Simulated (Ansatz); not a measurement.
All values below come from B3LYP-D3(BJ)/def2-TZVP (Ansatz, a program for electronic structure). No frequencies were computed at this level.

Ansatz 0.2 input:
```yaml
crystal:
  periodic: [false, false, false]
  atoms:
    - { symbol: C, position_ang: [-1.356375, -0.227984, -0.152342] }
    - { symbol: B, position_ang: [0.118029, -0.505589, -0.588187] }
    - { symbol: C, position_ang: [1.373141, 0.154665, 0.067269] }
    - { symbol: H, position_ang: [-2.121339, -0.473936, -0.888164] }
    - { symbol: H, position_ang: [-1.565396, -0.840955, 0.727351] }
    - { symbol: H, position_ang: [-1.513729, 0.811034, 0.148907] }
    - { symbol: H, position_ang: [1.252194, 0.305629, 1.143149] }
    - { symbol: H, position_ang: [2.316475, -0.369522, -0.084686] }
    - { symbol: H, position_ang: [1.497001, 1.14666, -0.373296] }
basis:
  gaussian: { orbitals: def2-tzvp }
hamiltonian:
  xc: b3lyp
  dispersion: d3bj
relax:
  max_steps: 150
magnetization:
  spin_polarized: true
  initial_magnetization: 1
```

Output:

```
Functional definition: B3LYP
793 factors; their error is unknown
mean field evaluation 1: about -2836.8305 eV, gradient 4.9e1 eV
mean field evaluation 2: about -2832.4462 eV, gradient 5.4e1 eV
mean field evaluation 4: about -2847.6687 eV, gradient 9.8e-1 eV
mean field evaluation 8: about -2847.6581 eV, gradient 2.6e-1 eV
mean field evaluation 16: about -2847.6583 eV, gradient 3.7e-5 eV
mean field -2847.65829731 eV, -104.6495122141 hartree, gradient 3.7e-5 eV, S^2 0.751604; 0 other end points of the search recorded, 0 dependent functions left out
reference -2847.65854729 eV, -104.6495214007 hartree; 12, 11 occupied and 117, 118 virtual orbitals, 793 factors
relax step   1: F+E_penalty+E_count = -2847.87789368 eV  Δ(F+E_penalty+E_count) = +0.000e0 eV  max|allowed force component| = 4.428e-1 eV/Å  Δτ_max = 0.0000 Å  (28 SCF iters, accepted)
these checks for a lower state are left out or cut short: starts, cluster_reference, orbital_swaps, neighbouring_geometries, increment
793 factors; their error is unknown
mean field -2847.67639737 eV, -104.6501773789 hartree, gradient 1.3e-5 eV, S^2 0.751660; 0 other end points of the search recorded, 0 dependent functions left out
reference -2847.67664784 eV, -104.6501865836 hartree; 12, 11 occupied and 117, 118 virtual orbitals, 793 factors
relax step   2: F+E_penalty+E_count = -2847.89506895 eV  Δ(F+E_penalty+E_count) = -1.718e-2 eV  max|allowed force component| = 1.906e-1 eV/Å  Δτ_max = 0.0431 Å  (30 SCF iters, accepted)
these checks for a lower state are left out or cut short: starts, cluster_reference, orbital_swaps, neighbouring_geometries, increment
793 factors; their error is unknown
mean field -2847.67928135 eV, -104.6502833631 hartree, gradient 1.4e-5 eV, S^2 0.751675; 0 other end points of the search recorded, 0 dependent functions left out
reference -2847.67953184 eV, -104.6502925686 hartree; 12, 11 occupied and 117, 118 virtual orbitals, 793 factors
relax step   3: F+E_penalty+E_count = -2847.89826411 eV  Δ(F+E_penalty+E_count) = -3.195e-3 eV  max|allowed force component| = 3.066e-2 eV/Å  Δτ_max = 0.0213 Å  (31 SCF iters, accepted)
these checks for a lower state are left out or cut short: starts, cluster_reference, orbital_swaps, neighbouring_geometries, increment
793 factors; their error is unknown
mean field evaluation 32: about -2847.6967 eV, gradient 2.9e-3 eV
mean field -2847.68027320 eV, -104.6503198132 hartree, gradient 1.6e-5 eV, S^2 0.751682; 0 other end points of the search recorded, 0 dependent functions left out
reference -2847.68052342 eV, -104.6503290086 hartree; 12, 11 occupied and 117, 118 virtual orbitals, 793 factors
relax step   4: F+E_penalty+E_count = -2847.89899300 eV  Δ(F+E_penalty+E_count) = -7.289e-4 eV  max|allowed force component| = 2.995e-2 eV/Å  Δτ_max = 0.0214 Å  (31 SCF iters, accepted)
these checks for a lower state are left out or cut short: starts, cluster_reference, orbital_swaps, neighbouring_geometries, increment
793 factors; their error is unknown
mean field -2847.68151079 eV, -104.6503652936 hartree, gradient 1.6e-5 eV, S^2 0.751696; 0 other end points of the search recorded, 0 dependent functions left out
reference -2847.68176007 eV, -104.6503744545 hartree; 12, 11 occupied and 117, 118 virtual orbitals, 793 factors
relax step   5: F+E_penalty+E_count = -2847.89980085 eV  Δ(F+E_penalty+E_count) = -8.079e-4 eV  max|allowed force component| = 7.868e-2 eV/Å  Δτ_max = 0.0618 Å  (32 SCF iters, accepted)
these checks for a lower state are left out or cut short: starts, cluster_reference, orbital_swaps, neighbouring_geometries, increment
793 factors; their error is unknown
mean field -2847.68191113 eV, -104.6503800059 hartree, gradient 1.6e-5 eV, S^2 0.751695; 0 other end points of the search recorded, 0 dependent functions left out
reference -2847.68216011 eV, -104.6503891557 hartree; 12, 11 occupied and 117, 118 virtual orbitals, 793 factors
relax step   6: F+E_penalty+E_count = -2847.90017516 eV  Δ(F+E_penalty+E_count) = -3.743e-4 eV  max|allowed force component| = 4.903e-2 eV/Å  Δτ_max = 0.0142 Å  (31 SCF iters, accepted)
these checks for a lower state are left out or cut short: starts, cluster_reference, orbital_swaps, neighbouring_geometries, increment
793 factors; their error is unknown
mean field -2847.68227717 eV, -104.6503934575 hartree, gradient 1.6e-5 eV, S^2 0.751693; 0 other end points of the search recorded, 0 dependent functions left out
reference -2847.68252578 eV, -104.6504025938 hartree; 12, 11 occupied and 117, 118 virtual orbitals, 793 factors
relax step   7: F+E_penalty+E_count = -2847.90042200 eV  Δ(F+E_penalty+E_count) = -2.468e-4 eV  max|allowed force component| = 5.407e-3 eV/Å  Δτ_max = 0.0223 Å  (32 SCF iters, accepted)
these checks for a lower state are left out or cut short: starts, cluster_reference, orbital_swaps, neighbouring_geometries, increment
793 factors; their error is unknown
mean field evaluation 64: about -2847.6824 eV, gradient 1.5e-5 eV
mean field -2847.68241908 eV, -104.6503986726 hartree, gradient 1.5e-5 eV, S^2 0.751695; 0 other end points of the search recorded, 0 dependent functions left out
reference -2847.68266751 eV, -104.6504078024 hartree; 12, 11 occupied and 117, 118 virtual orbitals, 793 factors
relax step   8: F+E_penalty+E_count = -2847.90045783 eV  Δ(F+E_penalty+E_count) = -3.583e-5 eV  max|allowed force component| = 3.901e-3 eV/Å  Δτ_max = 0.0146 Å  (32 SCF iters, accepted)
793 factors; their error is unknown
mean field -2847.68241908 eV, -104.6503986726 hartree, gradient 5.0e-5 eV, S^2 0.751695; 1 other end points of the search recorded, 0 dependent functions left out
reference -2847.68266751 eV, -104.6504078024 hartree; 12, 11 occupied and 117, 118 virtual orbitals, 793 factors
Total energy: -2847.90070627 eV, -104.6584205789 hartree
Atom 0 at    -1.371624    -0.223767    -0.144036 Å, force     0.000052     0.000619     0.003901 eV/Å
Atom 1 at     0.106943    -0.458624    -0.531085 Å, force     0.000621    -0.002336    -0.002709 eV/Å
Atom 2 at     1.385350     0.164776     0.075708 Å, force    -0.001093     0.003462     0.001123 eV/Å
Atom 3 at    -2.093248    -0.397461    -0.943134 Å, force     0.000683     0.000206     0.000486 eV/Å
Atom 4 at    -1.593278    -0.965169     0.638825 Å, force     0.000101     0.001206    -0.002178 eV/Å
Atom 5 at    -1.555479     0.762398     0.302398 Å, force    -0.000759    -0.000889    -0.000714 eV/Å
Atom 6 at     1.267977     0.470155     1.123848 Å, force     0.001074    -0.000413    -0.000806 eV/Å
Atom 7 at     2.288017    -0.439072    -0.024476 Å, force    -0.000779     0.000324     0.000117 eV/Å
Atom 8 at     1.565343     1.086766    -0.498046 Å, force     0.000100    -0.002180     0.000780 eV/Å
Dipole moment:    -0.032972     0.141405     0.163734 e Å
```

Cost: very roughly 40 core-seconds.
